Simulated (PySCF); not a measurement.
Delta-SCF ions had no search for a lower state. Excitations are Tamm–Dancoff values on a coarser integration grid. The basis has no diffuse functions, so Rydberg states are missing or too high.

C3H8NO, SMILES `[H]/[O+]=C/N(C)C` (C–N–C–O torsion 0°) (charge 1, multiplicity 1)

All values below come from TPSSh-D3(BJ)/def2-TZVP in PySCF.

```json
{
 "HOMO": "-13.11 eV",
 "HOMO–LUMO gap": "6.50 eV",
 "LUMO": "-6.61 eV",
 "S1 excitation (TDA)": "7.57 eV",
 "S1 oscillator strength": "0.459",
 "brightest of the four lowest singlets (TDA)": "7.57 eV",
 "T1 excitation (TDA)": "4.72 eV",
 "S1–T1 gap (TDA)": "2.85 eV",
 "vertical ionisation energy (Delta-SCF)": "15.86 eV",
 "total_energy": "-6775.14 eV",
 "cost": "about 13 core-minutes (a rough figure)"
}
```

```xyz
13

C     -1.0205    -0.8281     0.5891
N     -0.0363     0.0685    -0.0434
C     -0.5722     1.2221    -0.7863
C      1.2360    -0.1250     0.0346
O      1.7117    -1.1481     0.6934
H     -1.6111    -0.2414     1.2930
H     -0.5105    -1.6357     1.1039
H     -1.6695    -1.2247    -0.1918
H     -1.2138     0.8530    -1.5862
H      0.2466     1.8040    -1.2043
H     -1.1549     1.8370    -0.1008
H      1.9102     0.5722    -0.4539
H      2.6823    -1.1794     0.6758
```
Charge +1, spin multiplicity 1.
